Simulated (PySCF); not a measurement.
F2HS, SMILES F[SH+]F, charge +1. Atoms are numbered in the order given.

```xyz
4

F     -0.0312    -0.4721    -1.1812
S      0.1092     0.4735     0.0000
F     -0.0312    -0.4721     1.1812
H     -1.1856     0.9216     0.0000
```
Charge +1, spin multiplicity 1.

The structure is a stationary point at PBE0-D3(BJ)/def2-TZVP. The isomer is the one that the SMILES or the coordinates give; other isomers of the formula were not compared.

Method: CAM-B3LYP/def2-TZVPD (PySCF).

Symmetry labels are those of the subgroup Cs that the program uses (full group Cs).

Computed valence orbital energies around the gap with their symmetry:
```tsv
orbital	symmetry	energy (eV)
HOMO−7	A'	-31.55
HOMO−6	A"	-26.12
HOMO−5	A'	-26.06
HOMO−4	A'	-24.96
HOMO−3	A"	-23.04
HOMO−2	A'	-22.64
HOMO−1	A"	-22.47
HOMO	A'	-19.31
LUMO	A"	-8.00
LUMO+1	A'	-7.66
LUMO+2	A'	-5.21
LUMO+3	A'	-3.13
```
